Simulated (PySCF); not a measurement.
HgBr2, SMILES [Br][Hg][Br]. Atoms are numbered in the order given.

```xyz
3

Hg     0.0000     0.0000     0.0000
Br     0.0000     0.0000    -2.4354
Br     0.0000     0.0000     2.4354
```
Charge 0, spin multiplicity 1.

Coordinates come from a PBE-D3(BJ)/def2-SVP optimisation. The isomer is the one that the SMILES or the coordinates give; other isomers of the formula were not compared. The def2 effective core potentials stand for the cores of Hg; spin–orbit coupling is left out.

All values below come from PySCF with PBE-D3(BJ)/def2-SVP.

Frequencies are harmonic and unscaled.

Modes within 1.5 cm⁻¹ of each other (mostly degenerate sets) share a row, with their intensities summed.

```
mode  ν (cm⁻¹)  IR (km/mol)  moving atoms (share of kinetic energy)
----  --------  -----------  --------------------------------------
1–2         66          2.7                        Br 56 %, Hg 44 %
3          203          0.0                                Br 100 %
4          274         24.4                        Br 56 %, Hg 44 %
```
